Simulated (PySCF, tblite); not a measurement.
Isomers of C5H13F3Si2. Computed with GFN2-xTB (tblite): harmonic, unscaled wavenumbers at the GFN2-xTB geometry, gas phase. Against measured fundamentals such values can be off by several per cent, at times by over 20. Modes of hydrogen on silicon can be 10 to 20 % off. One conformer each.

Electronic energies: PBE0/pcSseg-1 single points on the GFN2-xTB geometries (PySCF, gas phase).

| SMILES | electronic energy, lowest = 0 (kJ/mol) |
| --- | --- |
| CCC[Si@@H]([SiH2]C)C(F)(F)F | 32.1 |
| C[SiH2][C@H](C)[SiH2]CC(F)(F)F | 0.0 |
| CC(C)[SiH2][SiH2]CC(F)(F)F | 32.7 |
| CC[C@H]([SiH3])C[SiH2]C(F)(F)F | 102.1 |

Task: How do GFN2-xTB zero-point energies change the relative energies?

Result: 
| SMILES | ZPE (kJ/mol) | of it from modes above 1550 cm⁻¹ | electronic (kJ/mol) | with ZPE, lowest = 0 (kJ/mol) | lowest mode (cm⁻¹) | rings |
| --- | --- | --- | --- | --- | --- | --- |
| C[SiH2][C@H](C)[SiH2]CC(F)(F)F | 434.9 | 215.7 | 0.0 | 0.0 | 21 | 0 |
| CCC[Si@@H]([SiH2]C)C(F)(F)F | 439.8 | 219.4 | 32.1 | 37.0 | 11 | 0 |
| CC(C)[SiH2][SiH2]CC(F)(F)F | 437.3 | 214.7 | 32.7 | 35.2 | 20 | 0 |
| CC[C@H]([SiH3])C[SiH2]C(F)(F)F | 431.9 | 210.7 | 102.1 | 99.0 | 26 | 0 |

The zero-point energies span 7.9 kJ/mol, from `CC[C@H]([SiH3])C[SiH2]C(F)(F)F` to `CCC[Si@@H]([SiH2]C)C(F)(F)F`. The lowest isomer stays, but the order above it changes.

Task: And how do the electronic energies of GFN2-xTB itself compare?

Result: `C[SiH2][C@H](C)[SiH2]CC(F)(F)F` 0.0; `CCC[Si@@H]([SiH2]C)C(F)(F)F` 44.0; `CC(C)[SiH2][SiH2]CC(F)(F)F` 0.9; `CC[C@H]([SiH3])C[SiH2]C(F)(F)F` 7.4 kJ/mol, lowest = 0. Against the energies above, taken from the same isomer `C[SiH2][C@H](C)[SiH2]CC(F)(F)F`, the largest difference is 94.7 kJ/mol.
